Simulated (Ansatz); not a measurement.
Correlation energies of `[AlH2][S][SnH3]` by basis set

```xyz
8

Al   -1.6693    0.8424   -0.5971
S     0.1218    1.5256    0.4205
Sn    1.3240   -0.5640    0.4982
H    -1.7685   -0.6860   -1.0075
H    -2.8066    1.8985   -0.8894
H     0.4088   -1.7027    1.3761
H     2.7877   -0.2061    1.2921
H     1.6022   -1.1078   -1.0930
```

Total charge 0; spin multiplicity 1. Correlated methods include outer-core shells of Sn, which these sets cover unevenly. Sn takes the def2 core potential. Geometry: relaxed with PBE0-D4/def2-TZVP. Frozen core, restricted reference, Ansatz.

```
     basis     HF (Eh)  MP2 corr.
  def2-SVP  -855.53701   -0.31171
def2-TZVPP  -855.77105   -0.59216
def2-QZVPP  -855.79132   -0.82704
```

Question: Estimate the CCSD correlation energy and the (T) correction in each basis where they were run (hartree).

Answer: 
```json
{"basis": "def2-SVP", "CCSD corr.": "-0.36136", "(T)": "-0.01010"}
{"basis": "def2-TZVPP", "CCSD corr.": "-0.63052", "(T)": "-0.02184"}
```
